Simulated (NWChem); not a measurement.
BPH$_{4}$; SMILES BP

```xyz
6

B      0.0029     1.3062     0.0000
H     -0.0684     1.8983    -1.0489
H     -0.0684     1.8983     1.0489
P     -0.0549    -0.5487     0.0000
H      0.7410    -0.9705    -1.0942
H      0.7410    -0.9705     1.0942
```
Atoms are numbered in this order, from 1.

Computed with NWChem. Pople sets run with spherical d functions. The geometry was optimised at PBE0/def2-SVP. Vzz is the largest principal value of the second derivative of the potential at the nucleus (NWChem prints the opposite sign); η is the asymmetry. Non-relativistic.

```json
[
 {"level": "PBE0/6-31G*", "Vzz B1 (a.u.)": "0.488", "η B1": "0.18", "relative time": "1"},
 {"level": "PBE0/def2-TZVP", "Vzz B1 (a.u.)": "0.539", "η B1": "0.15", "relative time": "3"},
 {"level": "CAM-B3LYP/cc-pVTZ", "Vzz B1 (a.u.)": "0.570", "η B1": "0.14", "relative time": "30"},
 {"level": "CAM-B3LYP/def2-TZVP", "Vzz B1 (a.u.)": "0.569", "η B1": "0.12", "relative time": "10"}
]
```

Times are rough ratios from one shared machine.
